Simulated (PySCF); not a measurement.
A species of formula C5H7O2P has this rotational fingerprint, computed with PBE0/def2-SVPD in PySCF (dipole) on a GFN2-xTB geometry, gas phase:

* Rotational constants: A = 3306, B = 1140, C = 1042 MHz
* Dipole components: |μa| = 1.16 D, |μb| = 0.26 D, |μc| = 0.85 D
* Inertial defect: -111.51 u·Å²
* κ: -0.91

**Question.** Which structure is it? (One computed conformer of each.)
A. `[CH:1]#[C:2][P@@:3]([CH3:4])(=[O:5])[C:6]([CH3:7])=[O:8]` with C2–P3–C6–C7 -80°
B. `[OH:1][CH2:2][PH:3][c:4]1[cH:5][cH:6][o:7][cH:8]1` with H–O1–C2–P3 59°, O1–C2–P3–C4 -55°, C2–P3–C4–C5 -86°

**Answer.** B. It is OCPc1ccoc1, a near-prolate asymmetric top, point group C1. The candidates at the same level (rigid rotor, commonest isotopes):

| SMILES | A (MHz) | B (MHz) | C (MHz) | μa (D) | μb (D) | μc (D) | Δ (u·Å²) | point group | rotor |
| --- | --- | --- | --- | --- | --- | --- | --- | --- | --- |
| OCPc1ccoc1 | 3306 | 1140 | 1042 | 1.16 | 0.26 | 0.85 | -111.51 | C1 | near-prolate asymmetric top |
| C#C[P@@](C)(=O)C(C)=O | 2020 | 1484 | 1309 | 1.07 | 1.77 | 1.94 | -204.87 | C1 | asymmetric top |

`C#C[P@@](C)(=O)C(C)=O` has A 39 % too low. No structure here is proved a minimum.
